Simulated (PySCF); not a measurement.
[MoCl6]3- holds Mo(III), d3, at total charge -3. The structure is a PBE0-D3(BJ)/def2-SVP, IEF-PCM water geometry optimised for multiplicity 4; coordination octahedral, point group Oh, metal–donor distances 2.49 Å.

```
7

Mo    0.0000    0.0000    0.0000
Cl    0.0000    0.0000    2.4926
Cl    0.0000    0.0000   -2.4926
Cl    2.4926    0.0000    0.0000
Cl   -2.4926    0.0000    0.0000
Cl    0.0000    2.4926    0.0000
Cl    0.0000   -2.4926    0.0000
```

Method (PySCF 2.14, density fitting): CASSCF(3,5) with orbitals averaged over all microstates of the shell, strongly contracted NEVPT2 on the averaged canonical orbitals; basis x2c-TZVPall on the metal, x2c-SVPall elsewhere; spin-free X2C; IEF-PCM water; spin-orbit coupling by state interaction with the mean-field operator over all roots.

**Question.** What is the ground state?

**Answer.** 4A2g (S = 3/2, orbital degeneracy 1), with 3.0 electrons in the lower (t2g-type) set and 0.0 in the upper (eg-type) set, by NEVPT2.

**Question.** Where do the spin-allowed transitions within the shell lie?

**Answer.** By NEVPT2: 4T2g at 20643 cm⁻¹ (484 nm); 4T1g at 26230 cm⁻¹ (381 nm); 4T1g at 42895 cm⁻¹ (233 nm). All are electric-dipole forbidden at this geometry.

**Question.** Which is the lowest state of another spin?

**Answer.** 2Eg at 11919 cm⁻¹ by NEVPT2; CASSCF alone puts it at 13487 cm⁻¹ above the same ground state.

**Question.** Give the fitted ligand-field and repulsion parameters.

**Answer.** At CASSCF level (the NEVPT2 levels don't fit a ligand-field model well): orbital energies 0, 0, 0, 17871, 17871 cm⁻¹; 10Dq = 17871 cm⁻¹; B = 658 cm⁻¹; C = 2644 cm⁻¹; B over its free-ion value at the same level 0.806; rms of the fit 316 cm⁻¹; ζ = 670 cm⁻¹ (free ion 788).

**Question.** What are the magnetic parameters?

**Answer.** The ground multiplet follows a spin Hamiltonian with S = 3/2, g = 1.935, 1.935, 1.935, D = 0 (spin-orbit part alone); the lowest levels hold 100 % of the spin-free ground state. μeff is 3.76 μB at 300 K and 3.75 μB at 10 K; the spin-only value is 3.88 μB.

Charge-transfer states lie outside this active space and may come lower than some of these levels. NEVPT2 lifts 4T2g from 18385 to 20643 cm⁻¹; on the d shell alone it tends to overshoot states that fill the eg-type orbitals. An active orbital has only 0.70 squared overlap with the free ion's shell, so the metal shell alone is a small active space here. NEVPT2 on the d shell alone tends to put d–d bands too high for such charged or covalently bound ions.

The job took 28 s on one thread of Arm Neoverse V1 (shared host), with 171 basis functions and a peak of 0.63 GiB, launched as `OMP_NUM_THREADS=1 python lf_run.py task.json out`.
